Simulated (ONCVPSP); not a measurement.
# Pseudopotential generation for sulfur: ONCV, LDA (Perdew-Wang 92), scalar-relativistic.

- Element: S (Z = 16)
- Generator: ONCVPSP 4.0.1
- Type: optimised norm-conserving Vanderbilt (ONCV)
- Functional: LDA (Perdew-Wang 92)
- Relativity: scalar-relativistic
- Frozen core: [Ne]
- Valence charge: 6
- Reference configuration: 3s2 3p2.5 (charge +1.5)
- Partial waves: 3s: rc 1.45 bohr, ncon 4, nbas 7, qcut 4.6 1/bohr, 2 projectors, debl 2.1 Ha; 3p: rc 1.10 bohr, ncon 3, nbas 7, qcut 6.9 1/bohr, 2 projectors, debl 3.2 Ha; d scattering state at 0.29 Ha: rc 1.55 bohr, ncon 3, nbas 7, qcut 7.2 1/bohr, 3 projectors, debl 2.9 Ha
- Local potential: polynomial inside 1.10 bohr (lpopt 2, dvloc0 0 Ha)
- Core correction: Teter function, fcfact 3.75, rcfact 1.65

In the d channel the program set the typed energies aside and used 0.050, 2.950, 5.850 Ha.

* Cutoffs needed: 26 Ha and 141 Ha (the cutoffs (Ha) at which the residual kinetic energy of the hardest occupied pseudo-wave falls to 1 and 0.1 mHa per electron)
* Ghost test: no bound ghost flagged; GHOST(+) flags only above 600 eV
* Largest excitation error: -3.2 meV (all-electron minus pseudo) for 3s2 3p2, out of 4 test configurations
* rms error of d²Exc/dni dnj: 4.92 mHa without and 1.97 mHa with the model core
